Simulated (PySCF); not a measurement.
## How the method changes the constants of TaSe

State: ⁴Σ⁻ (quartet), unpaired electrons σ ↑, δ ↑↑. Set-up: basis Ta def2-TZVPP with ECP60, Se def2-TZVPP; scalar-relativistic core potentials; PySCF 2.14. De refers to Ta (5d3 6s2) + Se in their high-spin ground configurations, without counterpoise correction. The functionals are run spin-unrestricted. A positive dipole means Ta(−)Se(+).

```
       Level  Re (Å)  ωe (cm⁻¹)  De (eV)  μ (D)
        ROHF   2.296        349      n/a  -7.21
    ROHF-MP2   2.252        366      n/a    n/a
ROHF-SCS-MP2   2.264        359      n/a    n/a
         LDA   2.259        346      n/a  -3.77
         PBE   2.286        332      n/a  -4.04
      PBEsol   2.271        340      n/a  -3.95
      r²SCAN   2.279        339      n/a  -4.80
       B3LYP   2.288        337      n/a  -4.60
        PBE0   2.270        347      n/a  -4.79
       HSE06   2.274        345      n/a  -4.73
      M06-2X   2.276        344      n/a  -4.72
```

Q: What does a quarter of exact exchange do here, going from PBE to PBE0?

A: PBE0 less PBE: -1.6 pm in Re, +4.5 % in ωe. Exact exchange removes part of the self-interaction that spreads semilocal densities, and in most molecules shortens and stiffens the bond and lowers De; so it does here.

Q: What does the step from GGA to meta-GGA do here, going from PBE to r²SCAN?

A: r²SCAN less PBE: -0.7 pm in Re, +2.1 % in ωe. 

Q: What does the gradient correction do here, going from LDA to PBE?

A: PBE less LDA: +2.7 pm in Re, -4.0 % in ωe. The gradient correction favours the more uneven density of free atoms, so it tends to lengthen bonds and takes away much of the overbinding of LDA; so it does here.

Correlated steps freeze 9 core orbitals. De is left out where the level can put another filling of the metal’s s and d shells below the measured ground configuration, by anything from nothing to about 1 eV. These are scalar-relativistic numbers at best; spin–orbit coupling would shift them, the dissociation energy most. The state is the lowest single determinant that the PBE0 search found; with open d or f shells the true ground state can be another one.

The whole job (state search and all levels along the bond) took about 6.1 min on 2 threads of Intel Xeon Platinum 8259CL @ 2.50GHz (shared host), peak memory 3.9 GiB.
